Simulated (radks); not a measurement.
Problem. The mean radii <r> (bohr) of the occupied orbitals of an atom or ion are listed with their occupations. Method: Dirac Kohn-Sham, BLYP, spin-unpolarised, spherical densities, point nucleus; computed with a radial shooting solver on a logarithmic mesh with Libxc functionals.

| orbital | occ. | <r> |
|---|---|---|
| 1s1/2 | 2 | 0.02231 |
| 2s1/2 | 2 | 0.09447 |
| 2p1/2 | 2 | 0.07896 |
| 2p3/2 | 4 | 0.08567 |
| 3s1/2 | 2 | 0.2462 |
| 3p1/2 | 2 | 0.2355 |
| 3p3/2 | 4 | 0.2477 |
| 3d3/2 | 4 | 0.2190 |
| 3d5/2 | 6 | 0.2228 |
| 4s1/2 | 2 | 0.5078 |
| 4p1/2 | 1 | 0.5080 |
| 4p3/2 | 2 | 0.5264 |
| 5p1/2 | 0.333333 | 0.8906 |
| 5p3/2 | 0.666667 | 0.9151 |

Name the element and its charge. Open shells, if any, are shared by 2j + 1.

Solution. Z = 63, europium, charge +29: Eu29+ in [Ar] 3d10 4s2 4p3 5p1. The 1s radius gives Z: for a bare nucleus <r> = (2 gamma + 1)/(2Z) with gamma = sqrt(1 - (Z/c)^2), 0.02203 bohr for Z = 63, and screening makes it slightly larger (0.02231 here). The occupations add up to 34, and the charge is Z minus that.
